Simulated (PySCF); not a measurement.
Screening by computed properties: pick the candidate that meets the target.

Species are written as SMILES; each is one conformer at its optimised geometry, gas phase, non-relativistic unless stated; the electronic structure was computed with PySCF and density fitting.

The conformers computed, where there is a choice (atom-mapped SMILES and torsion angles):
- `[CH:1]#[C:2]/[CH:3]=[CH:4]/[CH2:5][CH2:6][O:7][CH:8]=[O:9]`: C3–C4–C5–C6 -121°, C4–C5–C6–O7 -65°, C5–C6–O7–C8 -84°, C6–O7–C8–O9 -1°
- `[CH2:1]=[C:2]1[CH2:3][C@H:4]([C:5](=[O:6])[OH:7])[C:8]1=[CH2:9]`: C3–C4–C5–O6 -8°, H–O7–C5–C4 177°
- `[CH3:1][CH2:2][CH:3]1[C:4](=[O:5])[CH:6]=[CH:7][C:8]1=[O:9]`: C1–C2–C3–C4 -72°
- `[CH2:1]=[CH:2][C:3](=[CH2:4])/[CH:5]=[CH:6]/[C:7](=[O:8])[OH:9]`: C1–C2–C3–C4 -149°, C2–C3–C5–C6 27°, C5–C6–C7–O8 -177°, H–O9–C7–C6 180°
- `[O:1]=[C:2]1[CH2:3][O:4][C@@:5]1([F:6])[CH:7]([F:8])[F:9]`: O4–C5–C7–F8 52°
- `[CH2:1]=[C:2]([CH:3]=[O:4])[O:5][C:6]([F:7])([F:8])[F:9]`: C1–C2–C3–O4 0°, C1–C2–O5–C6 0°, C2–O5–C6–F7 180°
- `[CH2:1]=[CH:2][c:3]1[o:4][cH:5][cH:6][c:7]1[Cl:8]`: C1–C2–C3–O4 0°
- `[O:1]=[C:2]1[CH2:3][C@H:4]([C:5]([F:6])([F:7])[F:8])[O:9]1`: C3–C4–C5–F6 69°

**Question.** Wanted: lowest singlet excitation between 4.1 eV and 5.3 eV (TDDFT PBE0/def2-SVPD) and static isotropic polarisability above 92 au (PBE0/def2-SVPD), at GFN2-xTB geometries. Which candidate meets both?
A. `C#C/C=C/CCOC=O`
B. `C=C1C[C@H](C(=O)O)C1=C`
C. `[H]/N=C(\C#C)C#N`
D. `Clc1cc[nH]n1`
E. `C(=C)(C=C)/C=C/C(=O)O`
F. `O=C1CO[C@@]1(F)C(F)F`
G. `CCC1C(=O)C=CC1=O`

**Answer.** E. Computed values:
```csv
species,lowest singlet excitation,static isotropic polarisability
CCC1C(=O)C=CC1=O,2.91 eV,84.7 au
O=C1CO[C@@]1(F)C(F)F,4.08 eV,54.0 au
[H]/N=C(\C#C)C#N,4.19 eV,57.0 au
C(=C)(C=C)/C=C/C(=O)O,4.44 eV,99.5 au
C=C1C[C@H](C(=O)O)C1=C,5.17 eV,89.9 au
C#C/C=C/CCOC=O,5.43 eV,94.2 au
Clc1cc[nH]n1,6.46 eV,60.0 au
```

**Question.** Wanted: HOMO energy below -8 eV (PBE0/def2-SVPD) and electronic spatial extent ⟨r²⟩ about the centre of nuclear charge below 1000 bohr² (PBE0/def2-SVPD), at GFN2-xTB geometries. Which candidate meets both?
A. `[H]/N=C(\C#C)C#N`
B. `C1(CC)C(C=CC1=O)=O`
C. `[nH]1nc(Cl)cc1`
D. `C1(=C)[C@H](CC1=C)C(O)=O`
E. `C(F)(F)(OC(C=O)=C)F`
F. `C#C/C=C/CCOC=O`

**Answer.** A. Computed values:
| species | HOMO energy | electronic spatial extent ⟨r²⟩ about the centre of nuclear charge |
| --- | --- | --- |
| [H]/N=C(\C#C)C#N | -8.90 eV | 546 bohr² |
| C(F)(F)(OC(C=O)=C)F | -8.40 eV | 1229 bohr² |
| C1(CC)C(C=CC1=O)=O | -7.46 eV | 1147 bohr² |
| [nH]1nc(Cl)cc1 | -7.34 eV | 637 bohr² |
| C#C/C=C/CCOC=O | -7.06 eV | 1891 bohr² |
| C1(=C)[C@H](CC1=C)C(O)=O | -6.86 eV | 1196 bohr² |

**Question.** Wanted: dipole moment between 1.2 D and 2 D (PBE0/def2-SVPD) and lowest triplet excitation (Tamm–Dancoff) below 3 eV (TDA PBE0/def2-SVPD), at GFN2-xTB geometries. Which candidate meets both?
A. `Clc1cc[nH]n1`
B. `C=C1C[C@H](C(=O)O)C1=C`
C. `C=C(C=O)OC(F)(F)F`
D. `C#C/C=C/CCOC=O`
E. `O=C1C[C@H](C(F)(F)F)O1`
F. `C=Cc1occc1Cl`
G. `C=CC(=C)/C=C/C(=O)O`

**Answer.** B. Computed values:
```csv
species,dipole moment,lowest triplet excitation (Tamm–Dancoff)
C=C(C=O)OC(F)(F)F,0.70 D,3.16 eV
C=Cc1occc1Cl,1.13 D,2.82 eV
C#C/C=C/CCOC=O,1.35 D,3.41 eV
C=C1C[C@H](C(=O)O)C1=C,1.61 D,2.92 eV
C=CC(=C)/C=C/C(=O)O,2.83 D,2.72 eV
O=C1C[C@H](C(F)(F)F)O1,3.41 D,5.48 eV
Clc1cc[nH]n1,3.73 D,4.64 eV
```

**Question.** Wanted: HOMO–LUMO gap above 6.2 eV (PBE0/def2-SVPD) and smallest rotational constant below 0.94 GHz (GFN2-xTB), at GFN2-xTB geometries. Which candidate meets both?
A. `FC(F)(F)OC(C=O)=C`
B. `C=C1C[C@H](C(=O)O)C1=C`
C. `C#C/C=C/CCOC=O`
D. `C=CC(=C)/C=C/C(=O)O`
E. `ClC1=NNC=C1`
F. `FC1=COC(Cl)=CC1`

**Answer.** F. Computed values:
```
               species  HOMO–LUMO gap  smallest rotational constant
   C=CC(=C)/C=C/C(=O)O        4.98 eV                     0.723 GHz
C=C1C[C@H](C(=O)O)C1=C        5.51 eV                     1.007 GHz
     FC(F)(F)OC(C=O)=C        5.83 eV                     0.881 GHz
        C#C/C=C/CCOC=O        6.11 eV                     0.568 GHz
       FC1=COC(Cl)=CC1        6.26 eV                     0.830 GHz
           ClC1=NNC=C1        7.37 eV                     1.745 GHz
```
